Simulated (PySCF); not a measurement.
Compound: C₆H₁₃NO.
Z-matrix (Å and degrees, PBE0-D3(BJ)/def2-SVP geometry), rows numbered from 1:
```
C 
C   1  1.5193
C   2  1.5187  1  112.77
C   3  1.5197  2  112.36  1  -179.92
O   4  1.2179  3  121.04  2     0.97
N   4  1.3713  3  116.99  2  -179.33
C   6  1.4423  4  118.69  3   176.19
C   6  1.4397  4  124.14  3     5.29
H   1  1.1024  2  111.53  3    59.70
H   1  1.1024  2  111.57  3   -60.24
H   1  1.1003  2  111.35  3   179.71
H   2  1.1013  1  110.58  3   122.07
H   2  1.1012  1  110.60  3  -122.04
H   3  1.1047  2  110.33  1    57.85
H   3  1.1050  2  110.07  1   -58.05
H   7  1.1030  6  110.75  4   127.41
H   7  1.0962  6  108.16  4     7.48
H   7  1.1047  6  111.36  4  -112.16
H   8  1.1009  6  109.30  4  -151.12
H   8  1.1067  6  112.66  4    89.39
H   8  1.0967  6  111.64  4   -32.60
```

All values: CAM-B3LYP/def2-SVPD (PySCF, non-relativistic), on one gas-phase PBE0-D3(BJ)/def2-SVP geometry that isn't relaxed in the solvent. The solvent is an IEF-PCM continuum (cavity from Bondi-type radii × 1.2), and excitations are vertical TDDFT with non-equilibrium linear response and a frozen core. Specific hydrogen bonds and non-electrostatic terms are outside this model.

Gas-phase singlets (H = HOMO, L = LUMO):

```
state  E (eV)  λ (nm)      f  leading configuration
   S1   5.786     214  0.001            H-1→L+2 77%
   S2   6.406     194  0.035                H→L 88%
   S3   7.000     177  0.209              H→L+2 73%
   S4   7.083     175  0.051              H-1→L 70%
   S5   7.530     165  0.006              H→L+1 64%
```

Task: How does the list change in water (ε = 78.36)?

Result: 
```tsv
state	E (eV)	λ (nm)	f	leading configuration	change by rank (eV)
S1	6.020	206	0.003	H-1→L+2 45%	+0.234
S2	6.556	189	0.078	H→L 82%	+0.150
S3	6.875	180	0.266	H→L+2 56%	-0.125
S4	7.295	170	0.050	H-1→L 75%	+0.212
S5	7.614	163	0.006	H→L+3 57%	+0.084
```

Task: The ground-state energy changes by -0.310 eV from gas to water. By how much does the total energy of gas-phase S3 change?

Result: E(S3) = E(S0) + excitation energy, so it changes by -0.310 − 0.125 = -0.435 eV: it is lowered more than the ground state, which is what a red shift means. This is the vertical state, with the slow part of the continuum still set for S0.

Task: How do the frontier levels move from gas to water?

Result: 
| orbital | gas (eV) | solvent (eV) | change (eV) |
| --- | --- | --- | --- |
| LUMO+2 | 1.87 | 1.87 | 0.00 |
| LUMO+1 | 1.62 | 1.80 | +0.18 |
| LUMO | 1.04 | 1.29 | +0.25 |
| HOMO | -8.29 | -8.26 | +0.03 |
| HOMO-1 | -8.71 | -8.98 | -0.27 |
| HOMO-2 | -10.62 | -10.54 | +0.08 |
| HOMO-3 | -10.96 | -10.86 | +0.10 |

The HOMO–LUMO gap goes from 9.33 to 9.55 eV. Rows go by rank; for LUMO, LUMO+1 and LUMO+2 the atom shares or the degeneracy differ between the runs, so the row needn't follow one orbital.
